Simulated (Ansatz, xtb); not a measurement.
# Two isomers of C2H6GaNa

Structure X is `[CH3][Ga]([CH3])[Na]`, a singlet and structure Y is `C[CH2][GaH][Na]`, a singlet. Both are isolated molecules in the gas phase, relaxed with B3LYP/6-31G*; the shapes shown needn't be the lowest conformers.

X (Å):

```xyz
10

C    -2.1059   -4.0967    0.2742
C    -1.8166   -1.1025   -1.0755
Ga   -1.8802   -2.1201    0.6806
Na   -1.6944   -0.9727    3.2588
H    -1.1605   -4.4753   -0.1413
H    -2.8806   -4.2432   -0.4906
H    -2.3568   -4.6991    1.1526
H    -2.8344   -1.0686   -1.4911
H    -1.4589   -0.0735   -0.9718
H    -1.1836   -1.6283   -1.8029
```

Y (Å):

```
atom    x (Å)    y (Å)    z (Å)
   C  -2.8020  -2.3850  -0.1012
   C  -1.6238  -2.4917   0.8737
  Ga  -1.0859  -0.7748   1.8316
  Na   1.0388  -0.4870   3.6539
   H  -2.5942  -1.6669  -0.9039
   H  -3.0411  -3.3478  -0.5792
   H  -3.7109  -2.0387   0.4055
   H  -0.7226  -2.8621   0.3622
   H  -1.8323  -3.2321   1.6612
   H  -2.0935   0.4281   1.3785
```

Problem. Estimate E(Y) − E(X) at the level CCSD(T)/def2-SVP + ΔMP2/def2-TZVPP.

Solution. Calculated at CCSD(T)/def2-SVP + ΔMP2/def2-TZVPP: E(Y) − E(X) = +10.8 kcal/mol, so structure X lies lower.

The same difference at several levels:

```csv
level,geometry,E(Y) − E(X) (kcal/mol),departure from the last row (kcal/mol),"job, with rough time for the two"
GFN2-xTB,GFN2-xTB,−1.8,−12.6,"optimisation, 0.39 s"
HF/STO-3G,GFN2-xTB,+15.3,+4.5,"single point, 3.9 s"
r2SCAN-D4/def2-SVP,GFN2-xTB,+9.4,−1.4,"single point, 9.6 s"
B3LYP/6-31G*,B3LYP/6-31G*,+7.7,−3.1,"optimisation, 2.4 min"
HF/def2-SVP,B3LYP/6-31G*,+6.8,−4.0,part of the CCSD(T) run
MP2/def2-SVP,B3LYP/6-31G*,+8.2,−2.6,part of the CCSD(T) run
CCSD(T)/def2-SVP,B3LYP/6-31G*,+7.1,−3.7,single point
CCSD(T)/def2-SVP + ΔMP2/def2-TZVPP,B3LYP/6-31G*,+10.8,,"single point, 73 s"
```

As drawn, Y has 1 C–C, 1 Ga–H in place of 1 C–Ga, 1 C–H.

GFN2-xTB puts the two in the other order. The largest departure from CCSD(T)/def2-SVP + ΔMP2/def2-TZVPP is that of GFN2-xTB, 12.6 kcal/mol. A small imaginary or near-zero mode remains, so no thermal terms are given. The last row adds to CCSD(T) the change of the MP2 difference between the two basis sets, here +3.7 kcal/mol, a large step that makes the value less sure.

The correlated steps freeze 12 core orbitals; the filled d shell of Ga is correlated; the last core shell of Na is correlated, in a basis made for valence electrons. Codes used: Ansatz 0.2.0, xtb 6.7.1; the last row on 1 thread of Arm Neoverse V1 on a shared host.
